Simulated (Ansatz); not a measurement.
Species: CSi, charge 0, multiplicity 3. 
Geometry from a B3LYP-D3(BJ)/def2-TZVP (Ansatz, a program for electronic structure) optimisation:
SMILES: [C]=[Si]
```xyz
2

Si     0.0000     0.0000    -0.5141
C      0.0000     0.0000     1.1995
```
Charge 0, spin multiplicity 3.

Quantity: vertical ionisation energy (to the quartet state of charge +1; each state is the SCF solution reached for its spin; the UHF <S^2> is 2.53 for the triplet (pure: 2.00); for the quartet T1 is 0.047; for the triplet T1 is 0.092), in eV. Correlated levels leave the core frozen unless marked. UHF or UKS for open shells. No spin-orbit coupling. No relativistic terms. CBS marks a two-point X^-3 extrapolation of the correlation energy; Hartree-Fock from the larger set.

CCSD(T)/CBS(aug-cc-pV(T+d)Z,aug-cc-pV(Q+d)Z) (Ansatz) gives 9.03 eV.

Question: Another calculation gave 9.05 eV. Which level was it?
A. BHLYP/def2-TZVPD (Ansatz)
B. SVWN5/def2-TZVPD (Ansatz)
C. wB97X-V/def2-TZVPD (Ansatz)
D. B3LYP/def2-TZVPD (Ansatz)

Answer: D, B3LYP/def2-TZVPD (Ansatz). The others give 8.72 (BHLYP), 8.92 (wB97X-V), 9.23 (SVWN5) eV.
